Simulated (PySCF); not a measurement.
Species: C3H5FSe.
SMILES: `CCC(F)=[Se]`

Torsions of this conformer, `[CH3:1][CH2:2][C:3]([F:4])=[Se:5]`: C1–C2–C3–F4 177°.

The closed-shell ground state was solved at several levels (PySCF, density fitting, gas phase). The structure is a single PBE0-D3(BJ)/def2-SVP conformer in the gas phase; no vibrational or solvent corrections. Relativistic effects, spin–orbit coupling among them, are left out although an element past zinc is present.

```
                       level  basis functions  total energy (Eh)  HOMO (eV)  LUMO (eV)  gap (eV)  dipole (D)
          CAM-B3LYP/pcSseg-2              277         -2618.8744      -7.96      -1.11      6.85        2.60
B3LYP/pcJ-1 (pcSseg-1 on Se)              199         -2618.5000      -6.35      -2.32      4.03        2.39
           wB97X-D/def2-SVPD              164         -2618.2548      -8.53      -0.52      8.01        2.58
```

(1) Estimate the row for PBE0/pcSseg-1, a basis of 134 functions; the other rows only guide the guess.

(2) Over all these levels, which gives the widest orbital gap and which the narrowest?

(3) How far do the dipole and the HOMO energy spread over the levels?

Results:

(1) Total energy -2617.9045 Eh, HOMO -6.64 eV, LUMO -2.15 eV, gap 4.49 eV, dipole 2.50 D.

(2) wB97X-D/def2-SVPD (range-separated hybrid) has the widest, 8.01 eV, and B3LYP/pcJ-1 (pcSseg-1 on Se) (global hybrid, 20 % exact exchange) the narrowest, 4.03 eV. Functional and basis both differ between the two, so the spread mixes both effects.

(3) The dipole runs from 2.39 to 2.60 D (mean 2.52 D) and the HOMO from -8.53 to -6.35 eV.

The pairwise dispersion term of wB97X-D wasn't added to the energies; at a given geometry it leaves orbitals and properties as they are.
